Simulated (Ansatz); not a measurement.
Na₄O₂. Total charge 0; singlet. Geometry r2SCAN-D4/def2-SVP; atoms count from 1.

```xyz
6

Na    2.5795   -1.2265    0.5498
Na   -0.1824    0.0773   -1.5346
Na   -3.4118    1.6029   -0.7274
Na   -0.6736    0.3403    1.3526
O     1.1838    0.3111    0.1725
O     0.5045   -1.1050    0.1871
```

The structure holds 1 bond(s) between oxygen atoms. The restricted singlet is unstable towards broken spin symmetry in Hartree–Fock (as tested in another run); at PBE0-D4/def2-TZVP this wasn't settled. Another isomer (singlet) lies 1.07 eV lower at PBE0-D4/def2-TZVP; other spin states weren't run for this one.

Question: Estimate the Mulliken populations from the PBE0/def2-TZVP orbitals of Ansatz.

Answer: 
```
atom  charge (e)
 Na1        0.70
 Na2        0.53
 Na3       -0.30
 Na4        0.53
  O5       -0.73
  O6       -0.73
```
Mulliken values and Mayer orders depend strongly on the basis.

Question: And the Mayer bond orders between bonded heavy atoms (over 0.3)?

Answer: Na2–Na3 0.40 (3.66 Å); Na3–Na4 0.40 (3.66 Å); O5–O6 0.83 (1.57 Å).
